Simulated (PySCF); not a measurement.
**How the method changes the constants of BeP⁺**

State: ³Σ⁻ (triplet), unpaired electrons π ↑↑. Set-up: PySCF, no relativity, basis sets Be cc-pVDZ, P cc-pV(D+d)Z. De refers to Be⁺ + P in their high-spin ground configurations, without counterpoise correction. The functionals are run spin-unrestricted. A positive dipole points towards P; it is taken about the centre of mass and depends on that origin. Levels whose curve was spin-contaminated or gave no clean fit are not listed.

```csv
Level,Re (Å),ωe (cm⁻¹),De (eV),μ (D)
UHF-CCSD(T),2.071,602,2.33,n/a
PBE,2.036,642,2.86,-6.17
BLYP,2.043,626,2.87,-6.04
r²SCAN,2.023,655,2.57,-6.70
M06-L,1.998,710,2.84,-7.02
PBE0,2.020,658,2.66,-6.62
BHandHLYP,2.013,657,2.56,-6.84
CAM-B3LYP,2.011,662,2.67,-6.69
```

Which functional lies closest to UHF-CCSD(T) in De, which farthest, and by how much do they differ from it?

Closest is BHandHLYP (-5.8 pm in Re, +9.1 % in ωe, +0.23 eV in De against UHF-CCSD(T) in the same basis), farthest BLYP (-2.8 pm in Re, +4.0 % in ωe, +0.54 eV in De). CCSD(T) converges more slowly with the basis than the functionals do and binds too weakly in this one, so the order can change at the basis-set limit.

What does a quarter of exact exchange do here, going from PBE to PBE0?

PBE0 less PBE: -1.6 pm in Re, +2.5 % in ωe, -0.20 eV in De. Exact exchange removes part of the self-interaction that spreads semilocal densities, and in most molecules shortens and stiffens the bond and lowers De; so it does here.

What does the step from GGA to meta-GGA do here, going from PBE to r²SCAN?

r²SCAN less PBE: -1.3 pm in Re, +2.0 % in ωe, -0.29 eV in De. 

Correlated steps freeze 5 core orbitals. Correlated levels converge slowly with the basis: in double zeta they bind strong bonds too weakly, by up to about 1 eV, and carry superposition errors of some tenths. For an ion De counts to the pair picked by the measured ionisation energies or electron affinities, which need not be the lowest pair at this level. The state was picked by a PBE0 search and need not be the measured ground state.

The whole job (state search and all levels along the bond) took about 1.3 min on 1 thread of Arm Neoverse V1 (shared host), peak memory 0.43 GiB.
